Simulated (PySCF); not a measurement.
Species: CH5B3Cl2.
Cartesian coordinates in Å at the GFN2-xTB level; atoms count from 1:
```xyz
11
CH5B3Cl2 angstrom
B     -1.5813   -0.3754    0.6865
C     -0.8568    0.2797   -0.5478
B      0.5711   -0.3797   -0.5994
B      1.8963    0.3384    0.1032
Cl     2.2354    0.0798    1.7855
Cl     3.0132    1.3605   -0.7336
H     -2.0437   -1.4440    0.5910
H     -1.6555    0.2037    1.6983
H     -0.8132    1.3623   -0.4516
H     -1.4055    0.0131   -1.4506
H      0.6454   -1.4358   -1.1075
```

The closed-shell SCF was solved with PySCF and density fitting under several settings on one GFN2-xTB geometry (grid level 2 and gas phase unless stated).

```tsv
settings	basis functions	SCF cycles	E (Eh)	HOMO (eV)	LUMO (eV)	dipole (D)
PBE0/pcSseg-1	141	12	-1035.5838	-8.40	-2.48	1.37
PBE0/def2-SVPD	174	12	-1035.2847	-8.38	-2.48	1.33
LC-wPBE/pcseg-1	117	12	-1035.7001	-11.19	-0.21	1.59
PW91/6-311G**, IEF-PCM cyclohexane, fitting basis def2-qzvpp-jkfit	154	10	-1036.0540	-7.05	-3.36	1.53
PBE0/6-311+G(2d,p), grid level 1	208	9	-1035.6957	-8.33	-2.45	1.27
```

Estimate the row for these settings: LDA/cc-pVDZ, energy threshold 1e-11 Eh.

```
                              settings  basis functions  SCF cycles      E (Eh)  HOMO (eV)  LUMO (eV)  dipole (D)
LDA/cc-pVDZ, energy threshold 1e-11 Eh              117          13  -1031.8876      -6.92      -3.55        1.17
```

Over all rows, what range does the HOMO–LUMO gap span?

From 3.37 eV (LDA/cc-pVDZ, energy threshold 1e-11 Eh) to 10.98 eV (LC-wPBE/pcseg-1). The functional of the narrowest has no exact exchange, that of the widest range-separated exact exchange.

And the dipole moment?

From 1.17 D (LDA/cc-pVDZ, energy threshold 1e-11 Eh) to 1.59 D (LC-wPBE/pcseg-1); the largest is 1.36 times the smallest, and the median is 1.35 D.

Compare two rows with the functional PBE0: PBE0/6-311+G(2d,p), grid level 1 and PBE0/def2-SVPD. Which energy is lower, and by how much?

PBE0/6-311+G(2d,p), grid level 1 (208 functions) lies 0.4110 Eh or 258 kcal/mol below PBE0/def2-SVPD (174 functions).

Cycle counts include a coarse-grid stage where the run had one. All basis functions are spherical, in the Pople sets too. Geometry: GFN2-xTB, one conformer.
